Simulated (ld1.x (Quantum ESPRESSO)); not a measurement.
Transferability test, RRKJ potential for scandium (Sc)

ld1.x (Quantum ESPRESSO) 7.5 input, shortened:

```
&input
   title='Sc', zed=21., rel=0, dft='PBE', iswitch=3,
   config='[Ar] 3d1 4s0 4p0'
 /
 &inputp
   pseudotype=2, tm=.false., lloc=0,
   nlcc=.true., rcore=2.20
 /
3
4P  2  1   0.00   0.00  2.75  2.75  0.0
3D  3  2   1.00   0.00  2.50  2.50  0.0
4S  1  0   0.00   0.00  2.75  2.75  0.0
 &test
   configts(1)='3d1 4s0 4p0'
 /
```

Energies are relative to the spin-unpolarised reference configuration 3d1 4s0 4p0; without spin polarisation the order of configurations can differ from experiment.

Q: Give the all-electron excitation energy and the error of the potential for: 3d1 4s2 4p0; 3d1 4s1 4p0; 3d1 4s1.5 4p0; 3d1 4s0 4p2; 3d1.5 4s1.5 4p0; 3d0 4s2 4p1; 3d0 4s2 4p0.

A:

| valence configuration | charge | ΔE all-electron (eV) | error AE − PS (meV) |
| --- | --- | --- | --- |
| 3d1 4s2 4p0 | 0 | -19.548 | +43 |
| 3d1 4s1 4p0 | +1 | -12.695 | +16 |
| 3d1 4s1.5 4p0 | +0.5 | -16.812 | +30 |
| 3d1 4s0 4p2 | 0 | -13.973 | +16 |
| 3d1.5 4s1.5 4p0 | 0 | -18.941 | -9.5 |
| 3d0 4s2 4p1 | 0 | -15.923 | +295 |
| 3d0 4s2 4p0 | +1 | -10.988 | +331 |
